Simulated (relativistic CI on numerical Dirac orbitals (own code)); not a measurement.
# Er3+ (4f11) in a crystal field

Calculated by Dirac-Coulomb-Breit CI, separate exchange-only KLI orbitals for each configuration, QED by a radiative potential, valence Slater integrals scaled by 0.7, one configuration in a parametric crystal field (own radial code).

Field parameters in Wybourne normalisation; cubic f-shell fields have B⁴₄ = √(5/14) B⁴₀ and B⁶₄ = −√(7/2) B⁶₀. The field is a parameter set, without covalency.

S and J are read from ⟨S²⟩ = S(S + 1) and ⟨J²⟩ = J(J + 1) of each level; they are not fictitious spins.

D4h, B20 = -1240, B40 = 630, B44 = -1000, B60 = -160, B64 = -510 cm⁻¹, the lowest 10 levels:

```
E (cm⁻¹)  Degeneracy  Irrep     S     J
     0.0           2     Γ6  1.47  7.50
    20.5           2     Γ7  1.47  7.50
    55.4           2     Γ7  1.47  7.50
     112           2     Γ6  1.47  7.50
     250           2     Γ6  1.47  7.50
     343           2     Γ7  1.47  7.50
     392           2     Γ7  1.47  7.50
     404           2     Γ6  1.47  7.50
    6531           2     Γ7  1.49  6.50
    6556           2     Γ7  1.49  6.50
```

Principal g values of the ground doublet: 0.42, 0.42, 15.50.

Oh, B40 = 880, B60 = 300 cm⁻¹, the lowest 10 levels:

```tsv
E (cm⁻¹)	Degeneracy	Irrep	S	J
0.0	2	Γ7	1.47	7.50
69.0	4	Γ8	1.47	7.50
136	4	Γ8	1.47	7.50
234	2	Γ6	1.47	7.50
343	4	Γ8	1.47	7.50
6574	2	Γ7	1.49	6.50
6586	2	Γ6	1.49	6.50
6594	4	Γ8	1.49	6.50
6691	4	Γ8	1.49	6.50
6736	2	Γ7	1.49	6.50
```

Principal g values of the ground doublet: 6.79, 6.79, 6.79.

Oh, B40 = 490, B60 = 300 cm⁻¹, the lowest 16 levels:

```
E (cm⁻¹)  Degeneracy  Irrep     S     J
     0.0           2     Γ7  1.47  7.50
    77.9           4     Γ8  1.47  7.50
     160           4     Γ8  1.47  7.50
     192           2     Γ6  1.47  7.50
     321           4     Γ8  1.47  7.50
    6576           2     Γ7  1.49  6.50
    6607           4     Γ8  1.49  6.50
    6610           2     Γ6  1.49  6.50
    6667           4     Γ8  1.49  6.50
    6717           2     Γ7  1.49  6.50
    9624           4     Γ8  1.30  5.50
    9626           2     Γ6  1.30  5.50
    9642           4     Γ8  1.29  5.50
    9662           2     Γ7  1.29  5.50
   10951           2     Γ6  1.09  4.50
   10985           4     Γ8  1.10  4.50
```

Principal g values of the ground doublet: 6.79, 6.79, 6.79.

The next free-ion level lies 6473 cm⁻¹ above the lowest; the field splits the ground level into components whose J stays near 15/2 as long as their spread is small against that gap.

Levels of this model without a field, named by their leading LS term (the scale mimics covalency, so terms lie below those of the real free ion): 4I°_15/2 0, 4I°_13/2 6473, 4I°_11/2 9471, 4I°_9/2 10874, 4F°_9/2 14296, 4S°_3/2 16860, 2H°_11/2 17213, 4F°_7/2 19331 cm⁻¹.
